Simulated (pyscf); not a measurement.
PySCF, gas phase, ωB97X-D3(BJ)/def2-SVP geometries. MP2 and CC: frozen core, UHF for open shells. ΔMP2 is the change of the MP2 total energy from the triple- to the quadruple-zeta basis.

Task: What is the homolytic dissociation enthalpy (298 K, CCSD(T)/def2-TZVPP + ΔMP2(QZVPP)) of the Br–In bond of `[F][In]([F])[Br]`, to [F–In–F]• + Br•?

Result: Br–In to [F–In–F]• + Br•: 329.2 kJ/mol. The radicals are drawn with the spin at the cut bond; how far it spreads was not checked. The CCSD(T) − MP2 part came from Ansatz, without density fitting, on the same reference. The frozen core leaves the outer d or s,p core shells of the metals and heavy elements correlated in the MP2 and CC values, and def2-TZVPP describes them poorly, which can shift differences by a few kcal/mol. Left out: the spin-orbit lowering of Br, which is large for Br, Se, Te and I. Elements up to Kr have no core potential and no relativistic terms here. Elements past Kr carry the def2 core potentials, without spin-orbit coupling.
